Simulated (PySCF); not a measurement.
Q: What does the GFN2-xTB structure of `CC(C)C(=O)OC` look like in three dimensions?

A: 
```xyz
17
C5H10O2 angstrom
C      2.7952   -0.3588    0.1296
O      1.4529   -0.2144    0.5733
C      0.5670    0.2020   -0.3424
O      0.8620    0.4614   -1.4780
C     -0.8312    0.2510    0.2440
C     -1.6683    1.3020   -0.4763
C     -1.4414   -1.1472    0.0975
H      2.8347   -0.9885   -0.7617
H      3.2203    0.6175   -0.1125
H      3.3409   -0.8185    0.9497
H     -0.7434    0.4888    1.3077
H     -2.7006    1.2612   -0.1386
H     -1.6383    1.1236   -1.5480
H     -1.2763    2.2979   -0.2861
H     -1.5036   -1.4210   -0.9534
H     -0.8340   -1.8846    0.6174
H     -2.4430   -1.1604    0.5210
```

Any rigid rotation of these coordinates is as good. Atoms count from 1 in this order. The 3 C–O bonds span 1.202 Å (C3=O4, drawn double) to 1.421 Å (C1–O2, drawn single), a spread of 0.219 Å. O2 (ester single-bonded oxygen) is bent (angle 116.3°). Of the pairs four or more bonds apart, O4···H8 is among the closest relative to their van der Waals radii: 2.55 Å, 94 % of the sum of Bondi's values.

Bonds between heavy atoms (Å): C1–O2 1.421, O2–C3 1.340, C3=O4 1.202, C3–C5 1.517, C5–C6 1.525, C5–C7 1.533.

Computed geometry: GFN2-xTB, gas phase.

Point group: C1 (no symmetry element, even within 0.4 Å). GFN2-xTB frequencies: not computed here. One conformer, not necessarily the lowest (C1–O2–C3–O4 -1°, O2–C3–C5–C6 152°).
